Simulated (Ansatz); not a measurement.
Gas-phase electronic energies from Ansatz, PBE0-D4/def2-TZVP geometries. CCSD(T)/CBS is the MP2 limit (def2-TZVPP, def2-QZVPP) plus CCSD(T) − MP2 in def2-TZVPP, frozen cores. DFT in def2-TZVPP. One conformer a species, not always the lowest.

`BCBC` + `C1COC1` → `BCB` + `CC1COC1`  (formal exchange of groups at a B–C bond)

`BCBC`:

Z-matrix (Å, degrees):
```
C
B 1 1.568
B 1 1.548 2 107.0
H 1 1.100 2 104.6 3 112.6
H 1 1.090 2 112.7 3 -125.4
C 2 1.557 1 123.0 3 -73.4
H 2 1.202 1 118.7 3 105.6
H 3 1.198 1 120.1 2 70.4
H 3 1.197 1 121.4 2 -107.5
H 6 1.092 2 115.5 1 -0.0
H 6 1.097 2 109.7 1 123.1
H 6 1.097 2 109.3 1 -123.0
```

`C1COC1`:

Z-matrix (Å, degrees):
```
C
C 1 1.531
C 1 1.532 2 84.4
H 1 1.089 2 115.0 3 -115.0
H 1 1.089 2 115.8 3 116.0
O 2 1.434 1 91.9 3 2.2
H 2 1.094 1 116.1 3 117.7
H 2 1.095 1 115.4 3 -113.0
H 3 1.095 1 116.1 2 -117.7
H 3 1.095 1 115.4 2 113.0
```

`BCB`:

Cartesian coordinates in Å:
```
B -0.279 1.258 0.086
C -0.435 -0.203 -0.408
B 0.710 -1.061 0.192
H -0.332 1.499 1.257
H -0.091 2.158 -0.681
H -0.578 -0.315 -1.481
H -1.314 -0.555 0.163
H 1.506 -1.614 -0.509
H 0.813 -1.166 1.380
```

`CC1COC1`:

Z-matrix (Å, degrees):
```
C
C 1 1.508
H 1 1.094 2 110.9
H 1 1.093 2 111.3 3 120.1
H 1 1.093 2 111.3 3 -120.0
C 2 1.534 1 118.3 3 -49.2
C 2 1.534 1 118.3 3 49.5
H 2 1.092 1 110.6 3 -179.9
O 6 1.433 2 91.9 1 126.1
H 6 1.094 2 117.2 1 -117.8
H 6 1.098 2 114.0 1 11.4
H 7 1.098 2 114.0 1 -11.4
H 7 1.094 2 117.2 1 117.8
```

```
             level  ΔE (kJ/mol)
            PBE-D4         48.2
           PBE0-D4         46.8
           ωB97M-V         45.5
            B2PLYP         45.0
               PBE         49.2
     HF/def2-QZVPP         40.2
    MP2/def2-QZVPP         42.4
SCS-MP2/def2-QZVPP         40.6
```

What does CCSD(T)/CBS give? (Best estimate.)

Computed: +42.9 kJ/mol. The listed levels differ from it by 5.3, 3.9, 2.6, 2.1, 6.3, -2.7, -0.5, -2.3 kJ/mol.

Largest T1 diagnostic among the species: 0.011.
